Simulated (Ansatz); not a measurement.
Ansatz (a first-principles code) input (HF/LANL2DZ): The .json file is the Basis Set Exchange's LANL2DZ.

Ansatz 0.2 input:
```yaml
crystal:
  periodic: [false, false, false]
  atoms:
    - {symbol: Cs, position_ang: [-0.00000000, -0.00000000, -2.92761212]}
    - {symbol: Cs, position_ang: [0.00000000, 0.00000000, 2.92761212]}
basis:
  gaussian:
    orbitals: LANL2DZ.json
hamiltonian:
  xc: {name: HF}
total_charge: 1
magnetization: {spin_polarized: true, initial_magnetization: 1}
phonons: {temperatures: {t_min: 298.15, t_max: 298.15, t_step: 100}}
```

Output:

```
Functional definition: HF
integrals: 0.00 GiB planned
406 factors; integrals over basis functions are off by at most 4.6e-5 eV
mean field: 0.05 GiB planned
mean field evaluation 1: about -1063.9805 eV, gradient 8.4e-1 eV
mean field evaluation 2: about -1064.0126 eV, gradient 1.1e0 eV
mean field evaluation 4: about -1064.1381 eV, gradient 8.5e-2 eV
mean field evaluation 8: about -1064.1470 eV, gradient 7.5e-6 eV
mean field evaluation 16: about -1064.1450 eV, gradient 1.7e-1 eV
mean field -1064.14704666 eV, -39.1066826601 hartree, gradient 2.6e-5 eV, S^2 0.750149; 0 other end points of the search recorded, 0 dependent functions left out
the calculation of the forces begins
reference -1064.14704666 eV, -39.1066826601 hartree; 9, 8 occupied and 15, 16 virtual orbitals, 406 factors
these checks for a lower state are left out or cut short: stability, starts, cluster_reference, orbital_swaps, neighbouring_geometries, increment
integrals: 0.00 GiB planned
406 factors; integrals over basis functions are off by at most 4.6e-5 eV
mean field: 0.05 GiB planned
mean field evaluation 32: about -1064.1470 eV, gradient 1.8e-6 eV
mean field -1064.14704666 eV, -39.1066826601 hartree, gradient 4.3e-7 eV, S^2 0.750149; 0 other end points of the search recorded, 0 dependent functions left out
the calculation of the forces begins
reference -1064.14704666 eV, -39.1066826601 hartree; 9, 8 occupied and 15, 16 virtual orbitals, 406 factors
these checks for a lower state are left out or cut short: stability, starts, cluster_reference, orbital_swaps, neighbouring_geometries, increment
integrals: 0.00 GiB planned
406 factors; integrals over basis functions are off by at most 4.6e-5 eV
mean field: 0.05 GiB planned
mean field -1064.14704666 eV, -39.1066826601 hartree, gradient 4.3e-7 eV, S^2 0.750149; 0 other end points of the search recorded, 0 dependent functions left out
the calculation of the forces begins
reference -1064.14704666 eV, -39.1066826601 hartree; 9, 8 occupied and 15, 16 virtual orbitals, 406 factors
these checks for a lower state are left out or cut short: stability, starts, cluster_reference, orbital_swaps, neighbouring_geometries, increment
integrals: 0.00 GiB planned
406 factors; integrals over basis functions are off by at most 4.6e-5 eV
mean field: 0.05 GiB planned
mean field -1064.14704666 eV, -39.1066826601 hartree, gradient 4.3e-7 eV, S^2 0.750149; 0 other end points of the search recorded, 0 dependent functions left out
the calculation of the forces begins
reference -1064.14704666 eV, -39.1066826601 hartree; 9, 8 occupied and 15, 16 virtual orbitals, 406 factors
these checks for a lower state are left out or cut short: stability, starts, cluster_reference, orbital_swaps, neighbouring_geometries, increment
integrals: 0.00 GiB planned
406 factors; integrals over basis functions are off by at most 4.6e-5 eV
mean field: 0.05 GiB planned
mean field -1064.14704666 eV, -39.1066826601 hartree, gradient 4.3e-7 eV, S^2 0.750149; 0 other end points of the search recorded, 0 dependent functions left out
the calculation of the forces begins
reference -1064.14704666 eV, -39.1066826601 hartree; 9, 8 occupied and 15, 16 virtual orbitals, 406 factors
these checks for a lower state are left out or cut short: stability, starts, cluster_reference, orbital_swaps, neighbouring_geometries, increment
integrals: 0.00 GiB planned
406 factors; integrals over basis functions are off by at most 4.6e-5 eV
mean field: 0.05 GiB planned
mean field -1064.14704373 eV, -39.1066825522 hartree, gradient 1.5e-6 eV, S^2 0.750149; 0 other end points of the search recorded, 0 dependent functions left out
the calculation of the forces begins
reference -1064.14704373 eV, -39.1066825522 hartree; 9, 8 occupied and 15, 16 virtual orbitals, 406 factors
these checks for a lower state are left out or cut short: stability, starts, cluster_reference, orbital_swaps, neighbouring_geometries, increment
integrals: 0.00 GiB planned
406 factors; integrals over basis functions are off by at most 4.6e-5 eV
mean field: 0.05 GiB planned
mean field evaluation 64: about -1064.1470 eV, gradient 1.1e-6 eV
mean field -1064.14704848 eV, -39.1066827270 hartree, gradient 1.2e-6 eV, S^2 0.750148; 0 other end points of the search recorded, 0 dependent functions left out
the calculation of the forces begins
reference -1064.14704848 eV, -39.1066827270 hartree; 9, 8 occupied and 15, 16 virtual orbitals, 406 factors
Total energy: -1064.14704666 eV, -39.1066826601 hartree
Atom 0 at    -0.000000    -0.000000    -2.927612 Å, force     0.000000     0.000000    -0.000952 eV/Å
Atom 1 at     0.000000     0.000000     2.927612 Å, force     0.000000    -0.000000     0.000952 eV/Å
Dipole moment:     0.000000     0.000000     0.000000 e Å
Vibrations: 27.02 cm⁻¹, zero-point energy 0.001675 eV
```

The blocks after the first are displaced geometries, from whose forces the wavenumbers follow.

The dipole moment of an ion depends on the origin.
